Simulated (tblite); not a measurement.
Compound: C₃H₁₂ClNSi₂.
Numbering: `[CH3:1][CH:2]([CH3:3])[Si@@H:4]([Cl:5])[SiH2:6][NH2:7]` (hydrogens: H8, H9, H10 on C1; H11 on C2; H12, H13, H14 on C3; H15 on Si4; H16, H17 on Si6; H18, H19 on N7)

Computed geometry: GFN2-xTB, gas phase.

List the bond lengths, angles and torsions at this level.

```json
{"bond": "C1–C2", "length (bohr)": "2.883", "order": "single"}
{"bond": "C2–C3", "length (bohr)": "2.887", "order": "single"}
{"bond": "C2–Si4", "length (bohr)": "3.624", "order": "single"}
{"bond": "Si4–Cl5", "length (bohr)": "3.868", "order": "single"}
{"bond": "Si4–Si6", "length (bohr)": "4.369", "order": "single"}
{"bond": "Si6–N7", "length (bohr)": "3.258", "order": "single"}
{"bond": "C1–H8, C1–H9, C1–H10", "length (bohr)": "2.057", "order": "single"}
{"bond": "C2–H11", "length (bohr)": "2.072", "order": "single"}
{"bond": "C3–H12, C3–H13, C3–H14", "length (bohr)": "2.057", "order": "single"}
{"bond": "Si4–H15", "length (bohr)": "2.781", "order": "single"}
{"bond": "Si6–H16", "length (bohr)": "2.789", "order": "single"}
{"bond": "Si6–H17", "length (bohr)": "2.772", "order": "single"}
{"bond": "N7–H18, N7–H19", "length (bohr)": "1.905", "order": "single"}
```

Bonds in one row agree within 0.02 bohr and their mean is given. Orders are formal, as drawn. A selection of angles:
```json
{"angle": "C2–C1–H8", "degrees": "110.6"}
{"angle": "C2–C1–H9", "degrees": "110.5"}
{"angle": "H8–C1–H9", "degrees": "108.1"}
{"angle": "C1–C2–C3", "degrees": "110.0"}
{"angle": "C1–C2–Si4", "degrees": "110.7"}
{"angle": "C1–C2–H11", "degrees": "107.7"}
{"angle": "C3–C2–Si4", "degrees": "111.5"}
{"angle": "C3–C2–H11", "degrees": "107.8"}
{"angle": "Si4–C2–H11", "degrees": "109.0"}
{"angle": "C2–C3–H12", "degrees": "110.8"}
{"angle": "C2–C3–H13", "degrees": "110.5"}
{"angle": "H12–C3–H13", "degrees": "108.5"}
{"angle": "H12–C3–H14", "degrees": "108.2"}
{"angle": "C2–Si4–Cl5", "degrees": "106.4"}
{"angle": "C2–Si4–Si6", "degrees": "114.0"}
{"angle": "C2–Si4–H15", "degrees": "106.8"}
{"angle": "Cl5–Si4–Si6", "degrees": "111.2"}
{"angle": "Cl5–Si4–H15", "degrees": "103.8"}
{"angle": "Si6–Si4–H15", "degrees": "113.9"}
{"angle": "Si4–Si6–N7", "degrees": "106.8"}
{"angle": "Si4–Si6–H16", "degrees": "111.5"}
{"angle": "Si4–Si6–H17", "degrees": "113.9"}
{"angle": "N7–Si6–H16", "degrees": "114.5"}
{"angle": "N7–Si6–H17", "degrees": "103.9"}
{"angle": "H16–Si6–H17", "degrees": "106.1"}
{"angle": "Si6–N7–H18", "degrees": "119.6"}
{"angle": "H18–N7–H19", "degrees": "109.6"}
```

Dihedral angles: C1–C2–Si4–Cl5 175° (antiperiplanar); C2–Si4–Si6–N7 -67° (synclinal).

N7 (silicon-bound nitrogen) has angles 119.6°, 119.0° and 109.6°, sum 348.2°, 0.24 Å off the plane of its three neighbours. Si4 (chlorine-bound silicon) is distorted tetrahedral (angles from 103.8° to 114.0°). Of the pairs four or more bonds apart, Si6···H9 is among the closest relative to their van der Waals radii: 3.38 Å, 102 % of the sum of Bondi's values. Si6 (SiH2 silicon) is distorted tetrahedral (angles from 103.9° to 114.5°).

Point group: C1 (no symmetry element, even within 0.4 Å). Its lowest GFN2-xTB frequency is 6 cm⁻¹, too small to tell a flat minimum from a shallow saddle. One conformer, not necessarily the lowest (C1–C2–Si4–Cl5 175°, C2–Si4–Si6–N7 -67°, Si4–Si6–N7–H 177° and -43°).
